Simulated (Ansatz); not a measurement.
```xyz
13

B     1.029    1.617    0.785
N     1.431    0.541   -0.011
Si    0.387   -0.657   -0.736
Si   -1.853   -0.124   -0.341
S     0.822   -2.631   -0.029
H    -0.140    1.769    1.008
H     1.844    2.368    1.236
H     2.424    0.426   -0.166
H     0.703   -0.779   -2.184
H    -2.671   -1.118   -1.087
H    -2.151   -0.251    1.110
H    -2.207    1.243   -0.806
H     0.383   -2.404    1.221
```

Total charge 0; spin multiplicity 1.

Task: List the PBE/def2-TZVPP orbital energies in eV (Ansatz). (Best estimate.)

Result: The calculation gave: Occupied: -2395.87, -1780.51, -1779.61, -380.82, -208.84, -176.89, -154.99, -154.89, -154.76, -138.16, -137.39, -94.93, -94.89, -94.87, -94.12, -94.11, -94.11, -21.72, -18.32, -14.05, -13.27, -12.68, -11.09, -9.86, -9.47, -9.14, -8.53, -8.47, -7.72, -7.57, -7.29, -6.35. Lowest empty: -1.41, -0.97, -0.79, -0.70, 0.06, 0.35, 0.55, 0.85.
